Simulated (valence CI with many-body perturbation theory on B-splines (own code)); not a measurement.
## E1 line list for Ba XLIX

Level of theory: configuration interaction combined with many-body perturbation theory (CI+MBPT): six valence electrons over a frozen Dirac-Fock core [He], radial functions for each j: 9 s, 9 p, 8 d, 6 f, 3 g, 1 h, with the one-electron correlation potential Σ1 (screened to all orders), the two-electron term Σ2, the three-electron term Σ3, Breit, model QED; selected single and double excitations, second order for the rest, scaled by the run's own slope (own B-spline code, finite nucleus).

No measured spectrum was set against this ion. As an estimate, large intervals hold to a few tenths of a per cent, small ones and those within an open d or f shell to about a per cent. Among the levels kept, up to 2400 cm⁻¹ of a level comes from second order outside the variational space, and about a tenth of that is noise between levels of different J, which matters for small intervals.

Lines 151 to 200 of 226 in falling wavelength, among levels below 44654 × 10³ cm⁻¹, chosen from the strongest by gf and those to the six lowest levels. Wavelengths and rates use the calculated energies. Electric multipoles are in the length gauge with retardation, E1 and E2 with the static RPA response of the core. Weak lines are less certain than strong ones. Lines between different terms over intervals too small for the method are left out, as are lines whose strength nearly cancels. The highest levels of a list are the least certain.

Levels are named by their leading jj configuration (3d3/2^4 stands for four electrons in 3d with j = 3/2), which in mixed levels can hold well under half, so a name can repeat and another be missing. Letters in brackets count levels of one name in rising energy.

| λ vac (nm) | Upper | Lower | A (s⁻¹) | log gf | Branch % |
| --- | --- | --- | --- | --- | --- |
| 0.2612 | (2s^2 2p1/2^2 2p3/2 3d5/2) J=1 | (2s^2 2p1/2 2p3/2^3) J=2 | 1.21e+10 | -4.43 | 0.0 |
| 0.2604 | (2s^2 2p1/2 2p3/2^2 3p3/2) J=1 [b] | (2s 2p1/2^2 2p3/2^3) J=2 | 5.62e+11 | -2.77 | 17.6 |
| 0.2603 | (2s^2 2p1/2^2 2p3/2 3d5/2) J=1 | (2s^2 2p1/2 2p3/2^3) J=1 | 1.64e+10 | -4.30 | 0.0 |
| 0.2600 | (2s 2p1/2^2 2p3/2^2 3s) J=3 | (2s 2p1/2^2 2p3/2^3) J=2 | 7.58e+12 | -1.27 | 95.5 |
| 0.2599 | (2s^2 2p1/2 2p3/2^2 3p3/2) J=2 [b] | (2s 2p1/2^2 2p3/2^3) J=2 | 1.34e+13 | -1.17 | 91.9 |
| 0.2593 | (2s^2 2p1/2 2p3/2^2 3p3/2) J=1 [c] | (2s 2p1/2^2 2p3/2^3) J=2 | 3.29e+12 | -2.00 | 92.4 |
| 0.2591 | (2s^2 2p1/2 2p3/2^2 3p3/2) J=2 [c] | (2s 2p1/2^2 2p3/2^3) J=2 | 2.32e+13 | -0.93 | 91.0 |
| 0.2591 | (2s^2 2p1/2^2 2p3/2 3s) J=1 | (2s^2 2p1/2^2 2p3/2^2) J=0 | 2.06e+13 | -1.21 | 29.0 |
| 0.2591 | (2s 2p1/2^2 2p3/2^2 3s) J=1 [a] | (2s 2p1/2^2 2p3/2^3) J=1 | 1.31e+13 | -1.40 | 44.4 |
| 0.2590 | (2s^2 2p1/2 2p3/2^2 3s) J=2 [a] | (2s^2 2p1/2 2p3/2^3) J=2 | 2.81e+12 | -1.85 | 18.4 |
| 0.2588 | (2s^2 2p1/2 2p3/2^2 3p3/2) J=2 [d] | (2s 2p1/2^2 2p3/2^3) J=2 | 1.71e+13 | -1.07 | 80.0 |
| 0.2587 | (2s 2p1/2^2 2p3/2^2 3s) J=1 [b] | (2s 2p1/2^2 2p3/2^3) J=1 | 4.09e+13 | -0.91 | 62.8 |
| 0.2587 | (2s 2p1/2^2 2p3/2^2 3s) J=2 | (2s 2p1/2^2 2p3/2^3) J=1 | 8.95e+12 | -1.35 | 68.5 |
| 0.2586 | (2s^2 2p1/2 2p3/2^2 3s) J=1 [a] | (2s^2 2p1/2 2p3/2^3) J=2 | 1.03e+13 | -1.51 | 13.2 |
| 0.2581 | (2s^2 2p1/2 2p3/2^2 3s) J=2 [a] | (2s^2 2p1/2 2p3/2^3) J=1 | 7.88e+12 | -1.40 | 51.6 |
| 0.2580 | (2s 2p1/2^2 2p3/2^2 3s) J=0 | (2s 2p1/2^2 2p3/2^3) J=1 | 3.12e+13 | -1.51 | 96.7 |
| 0.2578 | (2s^2 2p1/2 2p3/2^2 3s) J=3 | (2s^2 2p1/2 2p3/2^3) J=2 | 1.02e+13 | -1.15 | 71.9 |
| 0.2576 | (2s^2 2p1/2 2p3/2^2 3s) J=1 [a] | (2s^2 2p1/2 2p3/2^3) J=1 | 5.28e+13 | -0.80 | 67.6 |
| 0.2575 | (2s^2 2p1/2 2p3/2^2 3s) J=2 [b] | (2s^2 2p1/2 2p3/2^3) J=2 | 5.59e+13 | -0.56 | 80.8 |
| 0.2573 | (2s^2 2p1/2^2 2p3/2 3s) J=2 | (2s^2 2p1/2^2 2p3/2^2) J=2 | 2.90e+13 | -0.84 | 99.9 |
| 0.2570 | (2s^2 2p1/2^2 2p3/2 3s) J=1 | (2s^2 2p1/2^2 2p3/2^2) J=2 | 5.04e+13 | -0.83 | 70.9 |
| 0.2566 | (2s^2 2p1/2 2p3/2^2 3s) J=2 [b] | (2s^2 2p1/2 2p3/2^3) J=1 | 8.21e+12 | -1.39 | 11.9 |
| 0.2561 | (2s 2p1/2^2 2p3/2^2 3s) J=1 [a] | (2s 2p1/2^2 2p3/2^3) J=2 | 1.52e+13 | -1.35 | 51.3 |
| 0.2559 | (2s^2 2p1/2 2p3/2^2 3s) J=1 [b] | (2s^2 2p1/2 2p3/2^3) J=2 | 2.55e+13 | -1.12 | 62.1 |
| 0.2557 | (2s 2p1/2^2 2p3/2^2 3s) J=1 [b] | (2s 2p1/2^2 2p3/2^3) J=2 | 2.22e+13 | -1.18 | 34.2 |
| 0.2557 | (2s 2p1/2^2 2p3/2^2 3s) J=2 | (2s 2p1/2^2 2p3/2^3) J=2 | 2.25e+12 | -1.96 | 17.2 |
| 0.2552 | (2s^2 2p1/2 2p3/2^2 3s) J=0 | (2s^2 2p1/2 2p3/2^3) J=1 | 3.20e+13 | -1.50 | 100.0 |
| 0.2550 | (2s^2 2p1/2 2p3/2^2 3s) J=1 [b] | (2s^2 2p1/2 2p3/2^3) J=1 | 5.32e+12 | -1.81 | 12.9 |
| 0.2447 | (2s^2 2p1/2^2 2p3/2 3d3/2) J=1 | (2s^2 2p1/2^2 2p3/2^2) J=0 | 3.16e+13 | -1.07 | 27.8 |
| 0.2445 | (2s^2 2p1/2 2p3/2^2 3d3/2) J=1 [a] | (2s^2 2p1/2 2p3/2^3) J=2 | 1.59e+13 | -1.37 | 25.9 |
| 0.2445 | (2s^2 2p1/2 2p3/2^2 3d3/2) J=2 [a] | (2s^2 2p1/2 2p3/2^3) J=2 | 5.07e+12 | -1.64 | 8.1 |
| 0.2442 | (2s^2 2p1/2 2p3/2^2 3d3/2) J=3 [a] | (2s^2 2p1/2 2p3/2^3) J=2 | 3.35e+12 | -1.68 | 2.2 |
| 0.2437 | (2s^2 2p1/2 2p3/2^2 3d3/2) J=1 [a] | (2s^2 2p1/2 2p3/2^3) J=1 | 8.47e+12 | -1.65 | 13.9 |
| 0.2437 | (2s^2 2p1/2 2p3/2^2 3d3/2) J=2 [a] | (2s^2 2p1/2 2p3/2^3) J=1 | 2.92e+12 | -1.89 | 4.7 |
| 0.2436 | (2s^2 2p1/2 2p3/2^2 3d3/2) J=0 | (2s^2 2p1/2 2p3/2^3) J=1 | 8.27e+13 | -1.13 | 99.9 |
| 0.2433 | (2s^2 2p1/2 2p3/2^2 3d3/2) J=3 [b] | (2s^2 2p1/2 2p3/2^3) J=2 | 5.25e+10 | -3.49 | 0.0 |
| 0.2432 | (2s^2 2p1/2^2 2p3/2 3d3/2) J=2 | (2s^2 2p1/2^2 2p3/2^2) J=2 | 2.52e+13 | -0.95 | 98.5 |
| 0.2432 | (2s^2 2p1/2 2p3/2^2 3d3/2) J=2 [b] | (2s^2 2p1/2 2p3/2^3) J=2 | 5.74e+11 | -2.59 | 0.1 |
| 0.2432 | (2s^2 2p1/2 2p3/2^2 3d5/2) J=3 | (2s^2 2p1/2 2p3/2^3) J=2 | 1.70e+13 | -0.98 | 68.1 |
| 0.2429 | (2s^2 2p1/2^2 2p3/2 3d3/2) J=3 | (2s^2 2p1/2^2 2p3/2^2) J=2 | 2.67e+11 | -2.78 | 67.2 |
| 0.2429 | (2s^2 2p1/2 2p3/2^2 3d3/2) J=1 [b] | (2s^2 2p1/2 2p3/2^3) J=2 | 2.75e+12 | -2.14 | 0.6 |
| 0.2428 | (2s^2 2p1/2^2 2p3/2 3d3/2) J=1 | (2s^2 2p1/2^2 2p3/2^2) J=2 | 8.20e+13 | -0.66 | 72.0 |
| 0.2428 | (2s 2p1/2^2 2p3/2^2 3p1/2) J=2 | (2s^2 2p1/2 2p3/2^3) J=2 | 2.98e+11 | -2.88 | 0.4 |
| 0.2425 | (2s 2p1/2^2 2p3/2^2 3p1/2) J=3 | (2s^2 2p1/2 2p3/2^3) J=2 | 4.87e+09 | -4.52 | 0.0 |
| 0.2424 | (2s^2 2p1/2 2p3/2^2 3d3/2) J=2 [b] | (2s^2 2p1/2 2p3/2^3) J=1 | 6.95e+11 | -2.51 | 0.2 |
| 0.2423 | (2s^2 2p1/2 2p3/2^2 3d5/2) J=1 | (2s^2 2p1/2 2p3/2^3) J=2 | 1.06e+14 | -0.55 | 22.1 |
| 0.2423 | (2s^2 2p1/2^2 2p3/2 3d5/2) J=1 | (2s^2 2p1/2^2 2p3/2^2) J=0 | 4.17e+14 | 0.04 | 92.9 |
| 0.2421 | (2s^2 2p1/2 2p3/2^2 3d3/2) J=2 [c] | (2s^2 2p1/2 2p3/2^3) J=2 | 3.01e+13 | -0.88 | 17.4 |
| 0.2421 | (2s^2 2p1/2 2p3/2^2 3d3/2) J=1 [b] | (2s^2 2p1/2 2p3/2^3) J=1 | 1.15e+13 | -1.52 | 2.7 |
| 0.2420 | (2s 2p1/2^2 2p3/2^2 3p1/2) J=2 | (2s^2 2p1/2 2p3/2^3) J=1 | 1.11e+13 | -1.31 | 13.7 |

(1) How does gf follow from A for the line at 0.2604 nm?

## Answers

(1) gf = 1.4992 × (2J+1)_upper × A / σ², with σ = 38406623 cm⁻¹ and 2J+1 = 3: gf = 0.00171.
